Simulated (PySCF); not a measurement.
H3NS3W, SMILES [SH][W]([NH2])(=[S])=[S], multiplicity 1. Atoms are numbered in the order given.

```xyz
8

W      0.0568     0.0474    -0.1257
S      0.8849     1.5867     1.0926
S      1.0738    -1.8105     0.0714
N      0.1104     0.6297    -1.9561
H      0.2175     1.5986    -2.2459
H      0.1491    -0.0052    -2.7504
S     -2.1347    -0.4247     0.5462
H     -2.5282     0.8698     0.6260
```

Coordinates come from a PBE0-D3(BJ)/def2-SVP optimisation. The spin state was assumed, not searched. The structure was generated by enumeration; whether it is a known compound was not checked. The def2 effective core potentials stand for the cores of W; spin–orbit coupling is left out. The values are those of a single conformer.

The numbers are results of ωB97X/def2-TZVP (PySCF), not measurements.

Atomic charges (e):

```json
[
 {"atom": "W1", "Löwdin": "-0.29", "Mulliken": "?"},
 {"atom": "S2", "Löwdin": "0.08", "Mulliken": "?"},
 {"atom": "S3", "Löwdin": "0.11", "Mulliken": "?"},
 {"atom": "N4", "Löwdin": "-0.35", "Mulliken": "-0.69"},
 {"atom": "H5", "Löwdin": "0.17", "Mulliken": "0.28"},
 {"atom": "H6", "Löwdin": "0.17", "Mulliken": "0.28"},
 {"atom": "S7", "Löwdin": "0.05", "Mulliken": "?"},
 {"atom": "H8", "Löwdin": "0.06", "Mulliken": "0.18"}
]
```

Task: Complete the blanks. (An estimate is asked for; the answer gives what the named calculation found.)

Result: 
- W1, Mulliken: 0.92
- S2, Mulliken: -0.30
- S3, Mulliken: -0.29
- S7, Mulliken: -0.38
